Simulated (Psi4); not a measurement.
Cl₄Si, singlet, geometry from GFN2-xTB; Psi4 1.11 with B3LYP/6-311++G**.

The Psi4 input:
```
memory 2 GB

molecule mol {
0 1
  Si   -0.000000    0.000000    0.000000
  Cl    1.154087    1.151220    1.183261
  Cl   -1.188553   -1.157440    1.142368
  Cl    1.171487   -1.168380   -1.148842
  Cl   -1.137021    1.174600   -1.176787
}

set basis 6-311++g**
set reference rks
set s_orthogonalization symmetric

energy('b3lyp')
print_variables()
```

The log (banner, timings and long lists left out):

```
   => Loading Basis Set <=

    Name: 6-311++G**
    Role: ORBITAL
    Keyword: BASIS

         ---------------------------------------------------------
                                   SCF
               by Justin Turney, Rob Parrish, Andy Simmonett
                          and Daniel G. A. Smith
                              RKS Reference
         ---------------------------------------------------------

  ==> Geometry <==

    Molecular point group: c1
    Full point group: C1

    Geometry (in Angstrom), charge = 0, multiplicity = 1:

       Center              X                  Y                   Z               Mass
    ------------   -----------------  -----------------  -----------------  -----------------
         SI           0.000000000000     0.000000000000    -0.000000000000    27.976926534650
         CL           1.154087000000     1.151220000000     1.183261000000    34.968852682000
         CL          -1.188553000000    -1.157440000000     1.142368000000    34.968852682000
         CL           1.171487000000    -1.168380000000    -1.148842000000    34.968852682000
         CL          -1.137021000000     1.174600000000    -1.176787000000    34.968852682000

  Running in c1 symmetry.

  Rotational constants: A =      0.04456  B =      0.04456  C =      0.04456 [cm^-1]
  Rotational constants: A =   1335.75504  B =   1335.75456  C =   1335.75432 [MHz]
  Nuclear repulsion =  529.064810431408432

  Charge       = 0
  Multiplicity = 1
  Electrons    = 82
  Nalpha       = 41
  Nbeta        = 41

  ==> Algorithm <==

  SCF Algorithm Type is DF.
  DIIS enabled.
  MOM disabled.
  Fractional occupation disabled.
  Guess Type is SAD.
  Energy threshold   = 1.00e-06
  Density threshold  = 1.00e-06
  Integral threshold = 1.00e-12

  ==> Primary Basis <==

  Basis Set: 6-311++G**
    Blend: 6-311++G**
    Number of shells: 70
    Number of basis functions: 150
    Number of Cartesian functions: 155
    Spherical Harmonics?: true
    Max angular momentum: 2

  ==> DFT Potential <==

   => LibXC <=

    Version 7.1.2
    S. Lehtola, C. Steigemann, M. J. T. Oliveira, and M. A. L. Marques,  SoftwareX 7, 1–5 (2018) (10.1016/j.softx.2017.11.002)

   => Composite Functional: B3LYP <=

    B3LYP Hyb-GGA Exchange-Correlation Functional

    P. J. Stephens, F. J. Devlin, C. F. Chabalowski, and M. J. Frisch,  J. Phys. Chem. 98, 11623 (1994) (10.1021/j100096a001)

    Deriv               =              1
    GGA                 =           TRUE
[...]
   @DF-RKS iter   2: -2130.56179523665651   -2.94815e-02   2.42453e-03 ADIIS/DIIS
   @DF-RKS iter   3: -2130.60974182307018   -4.79466e-02   2.17021e-04 ADIIS/DIIS
   @DF-RKS iter   4: -2130.60999743826460   -2.55615e-04   4.37182e-05 DIIS
   @DF-RKS iter   5: -2130.61001746471720   -2.00265e-05   1.89244e-05 DIIS
   @DF-RKS iter   6: -2130.61002192490832   -4.46019e-06   9.44950e-07 DIIS
   @DF-RKS iter   7: -2130.61002193612103   -1.12127e-08   6.83253e-08 DIIS
  Energy and wave function converged.

  ==> Post-Iterations <==

   Electrons on quadrature grid:
      Ntotal   =   82.0000015907 ; deviation = 1.591e-06

    Orbital Energies [Eh]
    ---------------------

    Doubly Occupied:

[...]
    Virtual:

[...]
     150A    215.754865

    Final Occupation by Irrep:
              A
    DOCC [    41 ]
    NA   [    41 ]
    NB   [    41 ]

  @DF-RKS Final Energy: -2130.61002193612103

   => Energetics <=

    Nuclear Repulsion Energy =            529.0648104314084321
    One-Electron Energy =               -3997.0433003404205010
    Two-Electron Energy =                1445.3587920950878924
    DFT Exchange-Correlation Energy =    -107.9903241221971371
    Empirical Dispersion Energy =           0.0000000000000000
    VV10 Nonlocal Energy =                  0.0000000000000000
    Total Energy =                      -2130.6100219361210293

Computation Completed

Properties will be evaluated at   0.000000,   0.000000,   0.000000 [a0]

Properties computed using the SCF density matrix

 Multipole Moments:

 ------------------------------------------------------------------------------------
     Multipole            Electronic (a.u.)      Nuclear  (a.u.)        Total (a.u.)
 ------------------------------------------------------------------------------------

 L = 1.  Multiply by 2.5417464519 to convert [e a0] to [Debye]
 Dipole X            :          0.0000019            0.0000000            0.0000019
 Dipole Y            :          0.0000102           -0.0000000            0.0000102
 Dipole Z            :          0.0000156           -0.0000000            0.0000156
 Magnitude           :                                                    0.0000188

 ------------------------------------------------------------------------------------

  Variable Map:
  ----------------------------------------------------------------------------
[...]
  Array Variable Map:
  ----------------------------------------------------------------------------
[...]
[...]
```
